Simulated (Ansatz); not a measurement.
`[F][Ga]([F])[Cl]` + HBr → `[F][Ga]([Cl])[Br]` + H–F  (ligand exchange at a Ga–F bond)

Computed with Ansatz on PBE0-D4/def2-TZVP structures; ΔE is electronic, products minus reactants. CCSD(T)/CBS adds triple-zeta CCSD(T) − MP2 to the extrapolated MP2 energy (def2 sets, frozen cores). This one scheme is used for every species. DFT in def2-TZVPP. For Br, Ga outer-core shells are correlated without core-valence functions, which leaves a few kJ/mol of doubt a bond. Scalar relativity is left out up to krypton.

```csv
level,ΔE (kJ/mol),difference from CCSD(T)/CBS
BLYP-D4,-42.2,11.5
B97M-V,-40.2,13.5
BHLYP-D4,-52.3,1.4
CAM-B3LYP-D4,-41.5,12.2
ωB97X-V,-43.2,10.5
ωB97M-V,-47.0,6.7
PBE,-45.8,7.9
revPBE,-44.4,9.3
BLYP,-35.8,17.9
r2SCAN,-45.0,8.7
LC-ωPBE,-41.5,12.2
CCSD/def2-SVP,-29.8,23.9
MP2/def2-TZVPP,-50.4,3.3
SCS-MP2/def2-QZVPP,-46.8,6.9
HF/CBS(def2),-42.2,11.5
MP2/CBS(def2),-57.8,-4.1
CCSD(T)/CBS,-53.7,0
```

Largest T1 diagnostic among the species: 0.014.

From BLYP to BHLYP (50 % exact exchange), in def2-TZVPP and without D4, ΔE moves by −9.7 kJ/mol. Leaving LDA and LC-ωPBE aside and taking each functional with its dispersion term where it has one, the values, not all of them listed here, spread over 15.0 kJ/mol, from HSE06-D4 to B97M-V.
